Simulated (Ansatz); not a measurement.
Relaxation of CH3NOSe (7 atoms, charge 0, multiplicity 1), to a largest force component of 0.015 eV/Å in at most 40 steps.

All numbers below come from Ansatz, RKS PBE0-D4/def2-SVP.

```xyz
7
Properties=species:S:1:pos:R:3
N -0.460 0.949 0.058
C 0.080 -0.295 -0.105
O 0.902 -0.786 0.861
Se -0.389 -1.178 -1.806
H -1.145 1.353 -0.711
H -0.307 1.589 0.889
H 1.094 -0.272 1.739
```

Problem. Where does it end, and by what steps?

Solution. It converged. The force dipped under the threshold on the way, but the program's further checks kept it going. After 14 steps the energy has fallen by 0.888 eV; H7 moved furthest, 0.28 Å.

| step | energy less start (eV) | largest force component (eV/Å) | accepted |
| --- | --- | --- | --- |
| 0 | 0.0000 | 2.853 | yes |
| 1 | -0.8058 | 0.988 | yes |
| 2 | -0.8226 | 0.911 | yes |
| 3 | -0.8833 | 0.128 | yes |
| 4 | -0.8856 | 0.090 | yes |
| 5 | -0.8870 | 0.056 | yes |
| 6 | -0.8871 | 0.020 | yes |
| 7 | -0.8871 | 0.005 | yes |
| 8 | -0.8872 | 0.038 | yes |
| 9 | -0.8872 | 0.113 | yes |
| 10 | -0.8873 | 0.067 | yes |
| 11 | -0.8879 | 0.024 | yes |
| 12 | -0.8880 | 0.088 | yes |
| 13 | -0.8878 | 0.141 | no |
| 14 | -0.8882 | 0.009 | yes |

```xyz
7
Properties=species:S:1:pos:R:3
N -0.512 0.920 0.127
C 0.060 -0.270 -0.153
O 0.888 -0.749 0.772
Se -0.275 -1.188 -1.658
H -1.103 1.324 -0.588
H -0.154 1.538 0.847
H 0.870 -0.214 1.578
```

Whether the end is a true minimum wasn't checked by a vibrational analysis.

Run time: 66 s on 1 thread of Arm Neoverse V1, on a shared host, peak memory 0.27 GiB.
